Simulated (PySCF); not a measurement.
## PI₃: how level, basis and relativity move the structure

Each row is its own optimisation.

Each entry is the lowest minimum that a search over a few typed start shapes (and spin states, where more than one is plausible) found, or that minimum re-optimised at the stated level; isomers with ligand–ligand bonds, or fragments after loss of a ligand pair, can lie lower. Open shells are unrestricted; no spin–orbit coupling; PySCF with density fitting.

```
                                                level  2S+1  point group  mean bond to P (Å)  polar-tensor charge of P  highest ω (cm⁻¹)  dipole (D)  gap (eV)
   PBE/def2-SVP (scalar-relativistic core potentials)     1          C3v               2.505                      1.10               310        0.00      2.48
B3LYP/def2-TZVP (scalar-relativistic core potentials)     1          C3v               2.485                      1.03               320        0.10      3.92
  PBE/def2-TZVP (scalar-relativistic core potentials)     1          C3v               2.479                      1.03               319        0.01      2.64
 PBE0/def2-TZVP (scalar-relativistic core potentials)     1          C3v               2.448                      1.00               344        0.05      4.46
```

Across these levels the mean bond spreads over 0.057 Å and the highest wavenumber over 35 cm⁻¹; all give the same point group.

Levels that gave another bonding pattern or an unsound solution are left out.
